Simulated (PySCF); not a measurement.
CH₃Cl₂OSb, SMILES [Cl][Sb]([O]C)[Cl]. Atoms are numbered in the order given.

```xyz
8

Sb    -0.6611     0.2264     0.0000
Cl     0.8570     0.7180     1.7936
Cl     0.8570     0.7180    -1.7936
O     -0.4540    -1.7329     0.0000
C      0.8022    -2.3920     0.0000
H      1.3939    -2.1345    -0.8956
H      1.3939    -2.1345     0.8956
H      0.6094    -3.4762     0.0000
```

Geometry: B3LYP-D3(BJ)/def2-SVP. The def2 effective core potentials stand for the cores of Sb; spin–orbit coupling is left out. The values are those of a single conformer.

These are PBE/def2-TZVP run with PySCF values and carry that method's errors.

ESP charges are fitted to the potential on shells at 1.4 to 2.0 van der Waals radii. Atomic charges (e):

| atom | Mulliken | Löwdin | ESP fit |
|---|---|---|---|
| Sb1 | 0.89 | 0.31 | 0.51 |
| Cl2 | -0.32 | -0.05 | -0.19 |
| Cl3 | -0.32 | -0.05 | -0.19 |
| O4 | -0.44 | -0.13 | -0.22 |
| C5 | -0.20 | -0.41 | -0.33 |
| H6 | 0.13 | 0.10 | 0.13 |
| H7 | 0.13 | 0.10 | 0.13 |
| H8 | 0.13 | 0.11 | 0.15 |
